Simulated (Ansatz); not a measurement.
Total energies of Be10O10 (started as a model of: (BeO)10 cage of four- and six-membered rings) from Ansatz at PBE0-D4/def2-SVP, gas phase (1 Eh = 27.2114 eV = 2625.5 kJ/mol). The reference geometry is relaxed at PBE-D4/def2-SVP.

```xyz
20

Be    0.7990    1.9740   -1.9322
O    -0.7540    2.1552   -2.0891
Be   -0.5114    2.7752   -0.5493
O     1.0574    2.8599   -0.5292
Be    1.4628    1.4136   -0.0225
O     1.4987    0.6464   -1.4859
Be    0.6997   -0.6730   -1.2082
O    -0.9452   -0.5664   -1.1942
Be   -1.3196    0.9583   -1.2168
O    -1.3550    1.7248    0.2484
Be   -0.7000    0.6728    1.2078
O     0.9451    0.5669    1.1950
Be    1.3196   -0.9585    1.2164
O     1.3551   -1.7243   -0.2482
Be    0.5116   -2.7755    0.5487
O     0.7542   -2.1550    2.0892
Be   -1.4630   -1.4138    0.0223
O    -1.4987   -0.6465    1.4865
Be   -0.7987   -1.9743    1.9317
O    -1.0574   -2.8598    0.5296
```

```csv
state,geometry,energy (Eh)
charge 0 singlet,reference,-899.36340
charge 1 doublet,reference,-898.97961
charge -1 doublet,reference,-899.36438
free Be atom (singlet),–,-14.61855
free O atom (triplet),–,-74.92490
```

(1) Work out the vertical ionisation energy to the doublet.

(2) Work out the vertical electron affinity, to the doublet.

(3) Give the fundamental gap IE − EA, the Mulliken electronegativity (IE + EA)/2 and the hardness (IE − EA)/2.

(4) What is the binding energy per atom against free atoms?

(1) E(charge 1 doublet) − E(charge 0 singlet) = -898.97961 − (-899.36340) = 0.38379 Eh = 10.44 eV. For comparison, −ε of the highest occupied level is 8.81 eV at this level, 1.63 eV less.

(2) E(charge 0 singlet) − E(charge -1 doublet) = -899.36340 − (-899.36438) = 0.00098 Eh = 0.03 eV; so near zero that its sign isn't settled. The basis lacks diffuse functions, which makes affinities too small.

(3) From the values in Eh: IE − EA = 0.38379 − 0.00098 = 0.38281 Eh = 10.42 eV; (IE + EA)/2 = 5.24 eV; (IE − EA)/2 = 5.21 eV. The HOMO–LUMO gap of the same run is 7.70 eV, 2.72 eV smaller than the fundamental gap.

(4) Atoms: 10 × (-14.61855) + 10 × (-74.92490) = -895.43450 Eh. Binding: -895.43450 − (-899.36340) = 3.92890 Eh = 106.91 eV, or 5.35 eV for each of 20 atoms (no zero-point energy, no counterpoise term).

At PBE0-D4/def2-SVP the highest occupied level of the charge -1 doublet lies above zero (up to 1.17 eV). Energy differences put its binding near zero (0.03 eV; vertical, to the charge 0 singlet, at PBE0-D4/def2-SVP), which leaves it undecided.
